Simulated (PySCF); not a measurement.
Compound: C₅H₃FOS.
Bonds: O1–C2 (double), C2–F3, C2–C4, C4–C5 (aromatic), C5–C6 (aromatic), C6–C7 (aromatic), C7–S8 (aromatic), C4–S8 (aromatic). Hydrogens: H9 on C5; H10 on C6; H11 on C7.

Computed by this run: PySCF 2.14.0, PBE0-D3(BJ)/def2-SVP geometry optimisation, gas phase; density fitting, grid level 1; the optimiser is geomeTRIC in internal coordinates, started from a GFN2-xTB structure with every atom displaced at random (about 0.01 Å).

Step 0: E = -20807.8007 eV
```
atom  x, y, z in Å  |  force x, y, z in eV/Å
O1      2.7610    1.3192   -0.5099   -0.300   0.385   0.048
C2      2.0588    0.3703   -0.3872    2.624  -0.759  -0.465
F3      2.6263   -0.8701   -0.4902   -0.285   0.238   0.053
C4      0.6849    0.2579   -0.1414   -3.093  -0.381   0.527
C5     -0.1054   -0.8958    0.0080    0.630   1.862  -0.051
C6     -1.4556   -0.6031    0.2582    0.482  -0.478  -0.060
C7     -1.6970    0.7326    0.2988   -0.105   1.093   0.002
S8     -0.2993    1.6902    0.0302    0.038  -0.502  -0.001
H9      0.3187   -1.8634   -0.0394    0.476  -1.197  -0.114
H10    -2.2035   -1.3600    0.4133   -0.457  -0.337   0.073
H11    -2.6561    1.2154    0.4820   -0.011   0.077  -0.011
```

Step 1: E = -20807.8134 eV
```
atom  x, y, z in Å  |  force x, y, z in eV/Å
O1      2.7250    1.3395   -0.3829    0.429   0.262  -0.132
C2      2.0879    0.3422   -0.3903   -1.025   0.437  -0.049
F3      2.6524   -0.8563   -0.4022    0.288  -0.467  -0.098
C4      0.6193    0.2486   -0.3201    0.824  -0.175   0.655
C5     -0.0896   -0.8905   -0.0088   -0.377  -0.335  -0.776
C6     -1.4399   -0.6026    0.2971   -0.179  -0.137   0.224
C7     -1.6827    0.7511    0.3466   -0.092  -0.018  -0.390
S8     -0.3211    1.6766   -0.1197   -0.023   0.005   0.231
H9      0.3275   -1.9005   -0.1193   -0.029   0.279   0.226
H10    -2.2169   -1.3598    0.4535    0.182   0.136   0.167
H11    -2.6290    1.2450    0.5684    0.002   0.013  -0.057
```

**Question.** Estimate the geometry and energy of step 2. (The exact step hangs on the optimiser's Hessian estimate; all steps are aligned on step 1, rigid shifts and turns removed.)

**Answer.** E = -20807.8665 eV, largest force 0.752 eV/Å
```
atom  x, y, z in Å  |  force x, y, z in eV/Å
O1      2.7379    1.3655   -0.4046   -0.242   0.172  -0.005
C2      2.1025    0.3626   -0.3861   -0.021  -0.036  -0.230
F3      2.7242   -0.8161   -0.4663   -0.126  -0.367   0.001
C4      0.6470    0.2153   -0.2719   -0.013   0.205   0.715
C5     -0.1208   -0.9021   -0.0024    0.175  -0.524  -0.509
C6     -1.4709   -0.6123    0.3047    0.261   0.161  -0.121
C7     -1.6913    0.7447    0.3243   -0.006   0.154  -0.147
S8     -0.2914    1.6476   -0.0630   -0.171   0.193   0.064
H9      0.2794   -1.9129   -0.0986    0.054   0.002   0.143
H10    -2.2509   -1.3576    0.4682    0.083   0.008   0.100
H11    -2.6329    1.2585    0.5180    0.006   0.033  -0.011
```

The energy changes by -0.0532 eV. The first-order estimate −F·Δx gives -0.1206 eV and the mean of the old and new forces, exact on a quadratic surface, -0.0528 eV. The step makes an angle of 71° with the force vector and moves no atom by more than 0.104 Å.

What follows is the cost of the whole optimisation. Time: 74 s wall; peak memory 0.51 GiB. Hardware: one thread, Arm Neoverse V2 (aarch64), on a shared host.
